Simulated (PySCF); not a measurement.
C2H11NSi3, SMILES [SiH3]N1[SiH2]CC[SiH2]1.

Geometry optimised at PBE0-D3(BJ)/def2-SVP. This is a generated structure with no PubChem entry under its InChIKey; it may be hypothetical. Other conformers were not sampled.

These are SMD-PBE0/6-31G* run with PySCF values and carry that method's errors.

Solvation free energies are E(SMD) − E(gas) at the gas-phase geometry, for 1 M in both phases. In vacuum the dipole moment is 1.44 D.

```csv
solvent,ΔG(solv) (kcal/mol),its non-electrostatic (CDS) part,dipole (D)
water,3.3,4.8,1.94
n-hexane,-1.9,-1.4,1.61
benzene,-2.1,-1.4,1.66
```
